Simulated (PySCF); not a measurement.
BeGeH4Se, SMILES [GeH3][Be][SeH].

Geometry optimised at PBE-D3(BJ)/def2-SVP. The structure was generated by enumeration; whether it is a known compound was not checked. Other conformers were not sampled.

Method: PBE-D3(BJ)/def2-SVP in PySCF.

Frequencies are harmonic and unscaled.

A small imaginary wavenumber (i) marks a very flat motion, where grid noise or a shallow saddle decides the sign.

```tsv
mode	ν (cm⁻¹)	IR (km/mol)	moving atoms (share of kinetic energy)
1	22i	4.5	H 99 %
2	143	12.8	Be 68 %, H 29 %
3	152	6.9	Be 74 %, H 22 %
4	189	1.1	Ge 50 %, Se 47 %
5	391	0.6	H 87 %
6	425	2.8	H 75 %, Be 20 %
7	538	1.4	H 79 %, Be 18 %
8	770	122.3	H 96 %
9	840	139.0	Be 93 %
10	859	22.1	H 99 %
11	861	24.7	H 99 %
12	2048	70.2	H 99 %
13	2055	104.3	H 98 %
14	2058	104.3	H 98 %
15	2339	4.5	H 99 %
```
